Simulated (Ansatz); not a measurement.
Consider the ligand exchange at the Si–C bond: `C=C(C)[SiH3]` + `[OH][Mg][F]` → `[F][Mg][O][SiH3]` + `C=CC`.

Computed with Ansatz on PBE0-D4/def2-TZVP structures; ΔE is electronic, products minus reactants. CCSD(T)/CBS adds triple-zeta CCSD(T) − MP2 to the extrapolated MP2 energy (def2 sets, frozen cores). Functionals use def2-TZVPP. HSE06 is defined as in plane-wave codes. For Mg outer-core shells are correlated without core-valence functions, which leaves a few kJ/mol of doubt a bond. Each species was taken in one conformer, which may not be the lowest.

`C=C(C)[SiH3]`:

Cartesian coordinates in Å:
```
C -1.118 -0.125 1.142
C -0.142 0.070 0.257
C 0.896 1.137 0.441
Si -0.048 -1.010 -1.265
H -1.870 -0.896 1.010
H -1.202 0.485 2.039
H 1.902 0.708 0.465
H 0.739 1.694 1.368
H 0.882 1.848 -0.392
H -0.118 -0.178 -2.499
H -1.169 -1.985 -1.262
H 1.247 -1.746 -1.303
```

`[OH][Mg][F]`:

Cartesian coordinates in Å:
```
O 1.015 0.386 -0.036
Mg -0.649 -0.165 0.023
F -2.325 -0.666 0.083
H 1.959 0.446 -0.071
```

`[F][Mg][O][SiH3]`:

Cartesian coordinates in Å:
```
F 3.007 2.206 1.222
Mg 1.668 1.224 0.678
O 0.302 0.222 0.123
Si -0.935 -0.686 -0.380
H -0.453 -1.908 -1.087
H -1.780 -1.128 0.767
H -1.809 0.070 -1.324
```

`C=CC`:

Cartesian coordinates in Å:
```
C 1.104 -0.196 0.814
C -0.077 0.289 0.455
C -0.768 -0.006 -0.831
H 1.662 -0.864 0.166
H 1.556 0.057 1.766
H -0.598 0.956 1.139
H -1.745 -0.467 -0.655
H -0.954 0.912 -1.397
H -0.179 -0.680 -1.456
```

| level | ΔE (kJ/mol) | difference from CCSD(T)/CBS |
| --- | --- | --- |
| r2SCAN-D4 | -121.8 | 2.8 |
| HSE06-D4 | -114.5 | 10.1 |
| ωB97M-V | -120.8 | 3.8 |
| BLYP | -125.4 | -0.8 |
| BHLYP | -135.9 | -11.3 |
| RPA@PBE/def2-TZVPP | -126.2 | -1.6 |
| CCSD/def2-SVP | -124.8 | -0.2 |
| HF/def2-TZVPP | -148.2 | -23.6 |
| SCS-MP2/def2-QZVPP | -129.4 | -4.8 |
| MP2/CBS(def2) | -122.9 | 1.7 |
| CCSD(T)/CBS | -124.6 | 0 |

Largest T1 diagnostic among the species: 0.012.

The D4 term adds +7.0 kJ/mol with B3LYP and +3.8 kJ/mol with PBE0; it sums over pairs of atoms, weighted by their polarisabilities, and B3LYP, whose exchange is more repulsive, gets the larger term. From PBE to PBE0 (25 % exact exchange), in def2-TZVPP and without D4, ΔE moves by −5.7 kJ/mol. In def2-TZVPP, CCSD(T) changes the Hartree–Fock value by +23.6 kJ/mol (the triples alone add +3.6 kJ/mol) and MP2 by +25.2 kJ/mol.

B3LYP here is the variant with VWN-RPA as its local correlation; programs differ in this.
